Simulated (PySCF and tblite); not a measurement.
Values are calculated unless marked as measured or tabulated.
System: C₈H₁₀Si, numbered as in [CH:1]1=[CH:2][C@H:3]2[C@H:4]3[CH:5]=[CH:6][C@@H:7]1[SiH2:8][C@@H:9]23.

Level: PBE0/pcSseg-1 + D3(BJ), IEF-PCM chloroform on GFN2-xTB stationary points, with GFN2-xTB thermal terms. Rates follow Eyring's equation with the number of equivalent paths and no tunnelling. Run with tblite and PySCF.

DFT energies on a tight-binding saddle of a bond shift can be off by several kcal/mol.

Task: What barrier does the Cope rearrangement (breaking C3–C4, making C1–C6) meet, and how fast is it at 298 K?

Result: The electronic barrier is 18.2 kcal/mol and ΔG‡(298 K) 17.2 kcal/mol, over a C2v saddle with an imaginary mode of 387i cm⁻¹ (GFN2-xTB). With 1 equivalent path, k is 1.5 s⁻¹, a mean lifetime of the start of 670 ms against this motion.
